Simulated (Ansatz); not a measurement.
Level of theory: frozen-core CCSD(T)/cc-pVTZ // B3LYP-D3(BJ)/def2-TZVP run with Ansatz (a quantum-chemistry and plane-wave program).

Ansatz 0.2 input:
```yaml
crystal:
  periodic: [false, false, false]
  atoms:
    - { symbol: C, position_ang: [-0.837968, -0.009864, 0.005557] }
    - { symbol: Si, position_ang: [1.015181, -0.054611, -0.014789] }
    - { symbol: O, position_ang: [1.88647, -1.29271, -0.15992] }
    - { symbol: H, position_ang: [-1.189435, 0.425525, 0.945472] }
    - { symbol: H, position_ang: [-1.258972, -1.007558, -0.108759] }
    - { symbol: H, position_ang: [-1.20455, 0.632553, -0.800252] }
    - { symbol: H, position_ang: [1.589273, 1.306665, 0.132691] }
basis:
  gaussian: { orbitals: cc-pVTZ }
correlation:
  method: ccsd_t
```

Output:

```
Functional definition: HF
854 factors; integrals over basis functions are off by at most 1.3e-3 eV
mean field evaluation 1: about -10989.6785 eV, gradient 5.0e1 eV
mean field evaluation 2: about -10989.6887 eV, gradient 5.0e1 eV
mean field evaluation 4: about -10994.6961 eV, gradient 4.6e0 eV
mean field evaluation 8: about -10994.7687 eV, gradient 3.6e-1 eV
mean field evaluation 16: about -10994.6801 eV, gradient 4.5e0 eV
mean field -10994.76987787 eV, -404.0503404890 hartree, gradient 7.4e-6 eV, S^2 0.000000; 0 other end points of the search recorded, 0 dependent functions left out
7 core orbitals not correlated
reference -10994.76987787 eV, -404.0503404890 hartree; 9, 9 occupied and 134, 134 virtual orbitals, 854 factors
second order -14.58959828 eV of doubles, -0.00000000 eV of singles
cycle   1  -14.59030278 eV  change   -7.0e-4 eV  update   1.1e-1
cycle   2  -14.99719749 eV  change   -4.1e-1 eV  update   4.2e-2
cycle   3  -15.14125272 eV  change   -1.4e-1 eV  update   2.3e-2
cycle   4  -15.12887569 eV  change    1.2e-2 eV  update   6.5e-3
cycle   5  -15.12732326 eV  change    1.6e-3 eV  update   3.0e-3
cycle   6  -15.12840613 eV  change   -1.1e-3 eV  update   1.0e-3
cycle   7  -15.12805965 eV  change    3.5e-4 eV  update   4.3e-4
cycle   8  -15.12804740 eV  change    1.2e-5 eV  update   1.5e-4
cycle   9  -15.12812276 eV  change   -7.5e-5 eV  update   5.0e-5
cycle  10  -15.12811565 eV  change    7.1e-6 eV  update   1.9e-5
perturbative correction -0.63521681 eV, -0.0233437871 hartree
Total energy: -11010.53321033 eV, -404.6296322721 hartree
```

Cost: about 20 core-seconds (a rough figure).
